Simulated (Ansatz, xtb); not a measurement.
**C4H4N2O: which of two isomers lies lower**

We compare a, `O=Cc1ccn[nH]1`, a singlet, with b, `O=Cc1cc[nH]n1`, a singlet. Both are isolated molecules in the gas phase, relaxed with B3LYP/def2-SVP; each stands in its lowest conformer found.

Quicker runs give these differences E(b) − E(a): GFN2-xTB +1.85 kcal/mol; HF/STO-3G −0.43 kcal/mol (at GFN2-xTB geometries); r2SCAN-D4/def2-SVP +1.18 kcal/mol (at GFN2-xTB geometries).

Estimate E(b) − E(a) at the level CCSD(T)/def2-SVP + ΔMP2/def2-TZVPP.

CCSD(T)/def2-SVP + ΔMP2/def2-TZVPP gives E(b) − E(a) = +0.32 kcal/mol, slightly favouring structure a, which is too small a margin to settle the true order.

Level by level:

```
                             level        geometry  E(b) − E(a) (kcal/mol)  departure from the last row (kcal/mol)  job, with rough time for the two
                          GFN2-xTB        GFN2-xTB                     +1.85                                   +1.53              optimisation, 0.12 s
                         HF/STO-3G        GFN2-xTB                     −0.43                                   −0.75              single point, 0.44 s
                r2SCAN-D4/def2-SVP        GFN2-xTB                     +1.18                                   +0.86               single point, 5.3 s
                    B3LYP/def2-SVP  B3LYP/def2-SVP                     +0.86                                   +0.54                optimisation, 37 s
                       HF/def2-SVP  B3LYP/def2-SVP                     −0.80                                   −1.12           part of the CCSD(T) run
                      MP2/def2-SVP  B3LYP/def2-SVP                     +0.63                                   +0.30           part of the CCSD(T) run
                  CCSD(T)/def2-SVP  B3LYP/def2-SVP                     +0.11                                   −0.21                      single point
CCSD(T)/def2-SVP + ΔMP2/def2-TZVPP  B3LYP/def2-SVP                     +0.32                                                        single point, 81 s
```

As drawn, both hold the same kinds of bond in the same numbers.

The largest departure from CCSD(T)/def2-SVP + ΔMP2/def2-TZVPP is that of GFN2-xTB, 1.53 kcal/mol. The last row adds to CCSD(T) the change of the MP2 difference between the two basis sets, here +0.21 kcal/mol.

With thermal terms from frequencies at re-optimised GFN2-xTB minima (ideal gas, soft modes damped towards free rotors, one conformer each, 298.15 K, 1 atm): on the last row, ΔE + ΔZPE = +0.24, ΔH = +0.26, ΔG = +0.22 kcal/mol.

The correlated steps freeze 7 core orbitals. Codes used: Ansatz 0.2.0, xtb 6.7.1; the last row on 2 threads of Arm Neoverse V1 on a shared host.
